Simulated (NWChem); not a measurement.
Molecule: SiNH$_{4}$OCl; SMILES N[SiH](O)Cl

```xyz
8

Si    -0.0771    -0.5332    -0.4050
N      1.2501    -1.3414     0.2814
O     -1.4318    -1.0303     0.4008
Cl    -0.0555     1.5508    -0.2187
H     -0.0776    -0.8004    -1.8628
H      2.1148    -1.4568    -0.2324
H      1.3858    -1.3853     1.2846
H     -2.1190    -0.3650     0.5037
```
Atoms are numbered in this order, from 1.

All runs: NWChem. Pople sets run with spherical d functions. Geometry: optimised at PBE0/def2-SVP. Level: PBE0/6-31G* with SMD (1 M gas to 1 M solution), gas-phase geometry. Reactions with the solvent are ignored.

**Question.** Predict the results for solvent water. Quantities: solvation free energy (kcal/mol); cavity-dispersion-structure term (kcal/mol); dipole in solution (D).

**Answer.** The solvation free energy (kcal/mol) is -7.3 and the cavity-dispersion-structure term (kcal/mol) is 2.9. The dipole in solution (D) is 1.41.
